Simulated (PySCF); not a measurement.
A search over the determinants of SrSn⁺

Unrestricted PBE0; basis Sr def2-SVPD with ECP28, Sn def2-SVPD with ECP28; scalar-relativistic core potentials; PySCF 2.14. Outer shells of the fragments: Sr+ 5s1; Sn 4d10 5s2 5p2.

Followed along the bond (rough minima from three points):

```csv
2Ms+1,unpaired,⟨S²⟩ at the start,R at minimum (Å),Te (eV)
4,"σ ↑, π ↑↑",3.75,3.05,0.00
2,π ↑,0.77,3.39,0.10
2,"σ ↑, π ↑↓",1.76,3.07,0.49
2,"σ ↓, π ↑↑",1.76,3.08,0.53
2,σ ↑,0.76,3.09,1.12
```

Solutions found at the starting distance of 3.160 Å, counted from the lowest of them; the search is not exhaustive and high or unbound solutions are not listed, so other states can lie among these:

```json
{"2Ms+1": "4", "unpaired": "σ ↑, π ↑↑", "term": "⁴Σ⁻", "E (eV)": "0.00", "⟨S²⟩": "3.75", "⟨Lz²⟩": "0.00", "μ (D)": "-10.60"}
{"2Ms+1": "2", "unpaired": "π ↑", "term": "²Π", "E (eV)": "0.15", "⟨S²⟩": "0.77", "⟨Lz²⟩": "1.01", "μ (D)": "-8.54"}
{"2Ms+1": "2", "unpaired": "σ ↑, π ↑↓", "term": "mixed", "E (eV)": "0.48", "⟨S²⟩": "1.76", "⟨Lz²⟩": "2.01", "μ (D)": "-10.36"}
{"2Ms+1": "2", "unpaired": "σ ↓, π ↑↑", "term": "mixed", "E (eV)": "0.52", "⟨S²⟩": "1.76", "⟨Lz²⟩": "0.00", "μ (D)": "-10.18"}
{"2Ms+1": "2", "unpaired": "σ ↑", "term": "mixed", "E (eV)": "1.11", "⟨S²⟩": "0.76", "⟨Lz²⟩": "2.00", "μ (D)": "-10.12"}
{"2Ms+1": "4", "unpaired": "σ ↑↑, π ↑", "term": "⁴Π", "E (eV)": "1.13", "⟨S²⟩": "3.75", "⟨Lz²⟩": "1.01", "μ (D)": "-3.71"}
```

A term symbol is given only where ⟨S²⟩ and ⟨Lz²⟩ are close to those of a pure state; real π, δ and φ orbitals otherwise mix terms. A positive dipole points towards Sn; it is taken about the centre of mass and depends on that origin.

Question: Compare the gap between the two lowest followed solutions at the starting distance with the gap between their minima.

Answer: At PBE0 the second solution (doublet, unpaired electrons π ↑) lies +0.15 eV from the first (quartet, unpaired electrons σ ↑, π ↑↑) at 3.160 Å and +0.10 eV at the minima; the two curves relax by different amounts, since their minima lie near 3.39 and 3.05 Å.

Spin–orbit coupling is left out. Counting both spins, an empty level lies below a filled one in some of these solutions, because spin and occupation are held.
